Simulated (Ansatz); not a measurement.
H2MgO (SMILES [OH][MgH]) moved off its minimum; all values from Ansatz (an electronic-structure program), cores frozen in correlated methods.
(charge 0, multiplicity 1)
```xyz
4

Mg    -0.0293    -0.0170    -0.6520
H     -0.0059     0.0049    -2.4140
O     -0.0260     0.0432     1.0800
H      0.0309    -0.0061     1.9655
```

| level | largest force (eV/Å) | on atom | rms difference from CCSD(T)/def2-TZVPPD (eV/Å) | dipole (D) |
|---|---|---|---|---|
| HF/def2-TZVPP | 3.03 | H4 | 0.381 | 0.98 |
| PBE/def2-TZVPP | 4.57 | H4 | 0.199 | 0.81 |
| r2SCAN/def2-TZVPP | 4.09 | H4 | 0.116 | 0.93 |
| B3LYP/def2-TZVPP | 4.14 | H4 | 0.096 | 0.83 |
| wB97M-V/def2-TZVPP | 4.07 | H4 | 0.080 | 0.90 |
| MP2/def2-TZVPPD | 4.19 | H4 | 0.052 | 0.89 |
| CCSD(T)/def2-TZVPPD | 4.12 | H4 | 0.000 | 0.81 |

The differences count from one level among others, with limits of its own. Forces at CCSD(T)/def2-TZVPPD (eV/Å):

```
atom      Fx      Fy      Fz
----  ------  ------  ------
Mg1    0.023   0.021  -1.545
H2    -0.020  -0.027   0.549
O3    -0.250   0.220  -3.110
H4     0.248  -0.214   4.106
```
